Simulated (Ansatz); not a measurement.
H$_{8}$Si$_{2}$Sn, SMILES `[SiH3][SiH2][SnH3]`, 11 atoms. The species carries charge 0 and has multiplicity 1. Correlated methods include outer-core shells of Sn, which these sets cover unevenly. Sn: def2 effective core potential. All runs use 4 threads of a server CPU on a shared host. Correlated methods freeze the cores.

(1) How many basis functions does each run have, and how long does it take in Ansatz? RKS ωB97M-V/def2-SVP energy; RKS PBE0-D4/def2-TZVP frequencies; RKS BLYP-D4/def2-TZVPP energy; RKS PBE0-D4/def2-TZVP relaxation (5 steps); RKS ωB97M-V/def2-QZVPP energy; RKS CAM-B3LYP-D4/def2-TZVPP energy; RKS PBE0-D4/def2-SVP energy; direct RPA on PBE orbitals/def2-TZVPP energy; RKS PBE0-D4/def2-QZVPP energy; RHF-CCSD(T)/def2-TZVPP energy; RHF-CCSD(T)/def2-SVP energy; RKS HSE06 (plane-wave form)-D4/def2-TZVPP energy. (Estimate.)

Results:

(1) The calculation gave: Other jobs shared the machine, so times are rough.

```tsv
level	job	functions	wall time	peak host memory (GiB)
RKS BLYP-D4/def2-TZVPP	energy	246	1.9 s	0.32
RKS PBE0-D4/def2-SVP	energy	102	2 s	0.21
RKS HSE06 (plane-wave form)-D4/def2-TZVPP	energy	246	2.8 s	0.68
RHF-CCSD(T)/def2-SVP	energy	102	3.2 s	0.44
RKS CAM-B3LYP-D4/def2-TZVPP	energy	246	3.4 s	0.73
RKS ωB97M-V/def2-SVP	energy	102	4.9 s	0.34
direct RPA on PBE orbitals/def2-TZVPP	energy	246	6 s	0.57
RKS PBE0-D4/def2-QZVPP	energy	462	11 s	1.7
RKS PBE0-D4/def2-TZVP	relaxation (5 steps)	172	15 s	0.45
RKS ωB97M-V/def2-QZVPP	energy	462	21 s	2.1
RHF-CCSD(T)/def2-TZVPP	energy	246	110 s	4.9
RKS PBE0-D4/def2-TZVP	frequencies	172	110 s	0.45
```
